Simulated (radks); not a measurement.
Spherical jellium clusters: N electrons in a uniform positive sphere of charge N and radius rs N^(1/3), rs = 2.48 bohr. Method: non-relativistic Kohn-Sham, LDA (Slater exchange, Perdew-Wang correlation), spin-polarised, spherical densities; computed with a radial shooting solver with Libxc functionals. Levels are named by radial order and angular momentum (1s, 1p, 1d, 2s, ...), and open shells are averaged over m.

N = 4, configuration 1s2 1p(up 2, down 0). This is the lowest configuration that the search found. Occupied and some empty levels:

level,occupation,eigenvalue (eV),<r> (bohr)
1s up,1,-7.1396,2.992
1s down,1,-6.2907,2.973
1p up,2,-3.3080,4.221
1p down,0,-2.4645,4.417
2s up,0,-0.83958,7.501
2s down,0,-0.56062,8.421
1d up,0,-0.16909,7.344

Energy (eV): total -2.65094, kinetic 14.565, external -119.41, Hartree 54.699, exchange-correlation -18.858, background 66.357.

Electron density:

r (bohr),n(r) (e/bohr^3)
0.157,0.01889
0.750,0.01852
1.34,0.01749
1.94,0.01551
2.53,0.01257
3.12,0.009120
3.71,0.005871
4.31,0.003420
4.90,0.001878
5.49,0.0009950
6.08,0.0005165
6.68,0.0002649
7.27,0.0001346
7.86,0.00006809
